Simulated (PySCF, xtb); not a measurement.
Be(tBu)(SH) (C4H10BeS), SMILES C[C](C)(C)[Be][SH].

GFN2-xTB (xtb) at its own geometry gives an orbital gap of 4.01 eV and a dipole moment of 1.98 D.

Geometry optimised at B3LYP-D3(BJ)/def2-SVP. One conformer was computed; it need not be the lowest.

### Question
What does r2SCAN/def2-TZVP in PySCF give? (The exact figures need the calculation; the answer reports its results.)

### Answer
gap 5.26 eV (levels -6.21 and -0.95 eV), dipole 0.92 D.
